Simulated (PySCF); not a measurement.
Cd (cadmium, neutral) across methods

[Kr] 4d9 5s2 6s1, high-spin 3D determinant (an excited configuration). Calculation: PySCF 2.14, in aug-cc-pVTZ-PP with ECP28MDF; scalar relativity through the core potential. The B2PLYP total includes its PT2 part (frozen core); its orbital energies are those of the SCF part.

```csv
method,E (hartree),mean ε 5s α (eV),mean ε 5s β (eV),mean ε 6s α (eV),Σ⟨r²⟩ (bohr²),⟨S²⟩
LDA,-166.8969,-11.462,-11.172,-1.763,111.0,2.000
r2SCAN,-167.2425,-11.280,-11.128,-1.737,113.0,2.002
B2PLYP,-167.0407,-12.607,-12.260,-2.091,113.9,2.001
PW91,-167.2743,-11.229,-10.914,-1.796,112.9,2.001
PBE,-167.2024,-11.153,-10.836,-1.792,113.1,2.001
r2SCAN0,-167.2066,-12.112,-11.889,-1.962,113.3,2.002
wB97M-V,-167.1249,-14.030,-13.655,-2.272,110.6,2.001
UHF,-166.33459,-13.549,-13.054,-2.496,116.2,2.003
PBE0,-167.1885,-11.961,-11.618,-2.042,113.7,2.001
```

Energies and moments cover only the electrons outside the core potential. The outer electron is Rydberg-like, and this basis confines it to a smaller radius and binds it less than a complete one would.
